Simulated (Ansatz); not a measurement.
```yaml
crystal:
  periodic: [false, false, false]
  atoms:
    - {symbol: Ti, position_ang: [-0.796103, -2.281907, -0.414168]}
    - {symbol: Al, position_ang: [-2.692778, -0.404993, -0.914230]}
    - {symbol: Al, position_ang: [1.914711, -1.424273, -0.576230]}
    - {symbol: Al, position_ang: [0.847766, 0.720620, 1.288399]}
    - {symbol: Al, position_ang: [2.560193, 1.090117, -0.779530]}
    - {symbol: Al, position_ang: [0.695991, -1.950307, 1.672127]}
    - {symbol: Al, position_ang: [-1.605580, 1.893257, 0.285660]}
    - {symbol: Al, position_ang: [-1.443093, -0.479009, 1.390663]}
    - {symbol: Al, position_ang: [-0.093021, 0.109044, -1.187166]}
    - {symbol: Al, position_ang: [0.611894, 2.727451, -0.765525]}
basis:
  gaussian: {orbitals: def2-TZVP, initial_orbitals: start.molden}
magnetization: {spin_polarized: true, initial_magnetization: 1}
hamiltonian: {xc: hse06, dispersion: d4}
scf: {omitted_lower_state_checks: [starts]}
output: {orbitals: {seedname: orbitals}}
```

The file start.molden holds the orbitals of an earlier run on this structure, at another level or in another basis.

```sh
$ ansatz run in.yaml --threads 4 --pin off --events-out ev --progress --plain --max-ram 6963MiB
```

Problem. Does this run fit into the memory that it is given?

Solution. No. It has 378 basis functions, and Ansatz plans for 7.27 GiB where 6.79 GiB are given.
